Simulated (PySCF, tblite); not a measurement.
Isomers of C8H9NSi. Computed with GFN2-xTB (tblite): harmonic, unscaled wavenumbers at the GFN2-xTB geometry, gas phase. Errors from tens to a few hundred cm⁻¹ against measured bands are possible. Modes of hydrogen on silicon can be 10 to 20 % off. One conformer each.

Electronic energies: PBE0/pcSseg-1 single points on the GFN2-xTB geometries (PySCF, gas phase).

| SMILES | electronic energy, lowest = 0 (kJ/mol) |
| --- | --- |
| Nc1cccc2c1C=C[SiH2]2 | 0.0 |
| CC#C/C=C/C(C#N)=C\[SiH3] | 311.0 |
| CC#C[Si@H]1CC=C(C#N)C1 | 159.5 |

**Question.** How do GFN2-xTB zero-point energies change the relative energies?

**Answer.** 
```
                  SMILES  ZPE (kJ/mol)  of it from modes above 1550 cm⁻¹  electronic (kJ/mol)  with ZPE, lowest = 0 (kJ/mol)  lowest mode (cm⁻¹)  rings
    Nc1cccc2c1C=C[SiH2]2         371.2                             188.6                  0.0                            0.0                 100      2
  CC#C[Si@H]1CC=C(C#N)C1         366.8                             194.7                159.5                          155.1                  10      1
CC#C/C=C/C(C#N)=C\[SiH3]         347.8                             196.4                311.0                          287.6                  11      0
```

The zero-point energies span 23.4 kJ/mol, from `CC#C/C=C/C(C#N)=C\[SiH3]` to `Nc1cccc2c1C=C[SiH2]2`. The order is unchanged.

**Question.** And how do the electronic energies of GFN2-xTB itself compare?

**Answer.** `Nc1cccc2c1C=C[SiH2]2` 0.0; `CC#C[Si@H]1CC=C(C#N)C1` 223.3; `CC#C/C=C/C(C#N)=C\[SiH3]` 271.5 kJ/mol, lowest = 0. Against the energies above, taken from the same isomer `Nc1cccc2c1C=C[SiH2]2`, the largest difference is 63.8 kJ/mol.
